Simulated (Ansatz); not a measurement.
System: GeI2, charge -1, multiplicity 2. 
Structure (B3LYP-D3(BJ)/def2-TZVP (Ansatz, an electronic-structure program) minimum search):
```
Ge
I 1 2.7525
I 1 2.7525 2 102.02
```
Charge -1, spin multiplicity 2.

Basis-set convergence of Hartree-Fock and CCSD correlation energies (hartree) with Ansatz. Correlated levels leave the core frozen unless marked. UHF or UKS for open shells. Spin-orbit coupling is left out. The frozen core is the preceding noble-gas configuration, with the filled d and f shells of earlier blocks. In def2 rows, elements after Kr have scalar-relativistic effective core potentials.

| basis | functions | E(HF) | E(corr, CCSD) |
|---|---|---|---|
| def2-SVPD | 108 | -2668.56012 | -0.30903 |
| def2-TZVPPD | 172 | [?] | [?] |

Question: Some entries are withheld; supply them.

Answer: 
- def2-TZVPPD, E(HF): -2668.83881
- def2-TZVPPD, E(corr, CCSD): -0.40007
